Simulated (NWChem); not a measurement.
CaHOF; SMILES [OH][Ca][F]

```xyz
4

Ca     0.2475     0.0279     0.0000
F     -0.2601     1.9463     0.0000
O     -0.2512    -1.9093     0.0000
H     -0.5993    -2.8007     0.0000
```
Atoms are numbered in this order, from 1.

The geometry was optimised at PBE0/def2-SVP.

Symmetry labels are those of Cs in the frame above (b1 and b2, or b-type labels, depend on it).

Question: List the 4 lowest vertical singlet excitations from PBE/def2-SVPD, TDA (NWChem).

Answer: 
```json
[
 {"state": "S1", "energy (eV)": "4.00", "oscillator strength": "0.020", "symmetry": "a'", "leading excitation (squared amplitude)": "HOMO → LUMO (1.00)"},
 {"state": "S2", "energy (eV)": "4.02", "oscillator strength": "0.024", "symmetry": "a\"", "leading excitation (squared amplitude)": "HOMO−1 → LUMO (1.00)"},
 {"state": "S3", "energy (eV)": "5.19", "oscillator strength": "0.009", "symmetry": "a'", "leading excitation (squared amplitude)": "HOMO−2 → LUMO (1.00)"},
 {"state": "S4", "energy (eV)": "5.25", "oscillator strength": "0.011", "symmetry": "a\"", "leading excitation (squared amplitude)": "HOMO−3 → LUMO (1.00)"}
]
```
